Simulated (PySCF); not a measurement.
SMILES [C]1=CC=C[SiH2]1, doublet, PBE0/def2-SVP optimised geometry.

```
10

C      1.00    -0.29     0.00
C      1.47    -0.86    -1.11
C      0.41    -1.33    -2.04
C     -0.88    -1.14    -1.67
Si    -0.87    -0.29     0.00
H      2.53    -0.99    -1.36
H      0.70    -1.82    -2.98
H     -1.72    -1.47    -2.30
H     -1.47     1.08     0.00
H     -1.47    -1.08     1.11
```

Density from unrestricted PBE0/def2-TZVP (PySCF) at that geometry.

Minimum of the electron density along straight lines between bonded atoms, close to the bond critical point (lines longer than 1.1 times the sum of covalent radii, or with two minima, are not listed):

```csv
bond,length / Å,ρ at the minimum / e bohr⁻³,∇²ρ there / e bohr⁻⁵,position (fraction from the first atom)
C1–C2,1.335,0.349,-1.04,0.50
C2–C3,1.492,0.261,[?],0.50
C3–C4,1.352,0.337,-0.99,0.51
C1–Si5,1.871,0.114,[?],0.61
C4–Si5,1.882,0.118,[?],0.61
C2–H6,1.097,0.276,-0.97,0.65
C3–H7,1.097,0.278,-0.98,0.65
C4–H8,1.092,0.276,-0.95,0.65
Si5–H9,1.492,0.120,0.14,0.49
Si5–H10,1.492,0.120,0.14,0.49
```

Q: Complete the blanks.

A: 
- C2–C3, ∇²ρ there / e bohr⁻⁵: -0.68
- C1–Si5, ∇²ρ there / e bohr⁻⁵: 0.22
- C4–Si5, ∇²ρ there / e bohr⁻⁵: 0.20
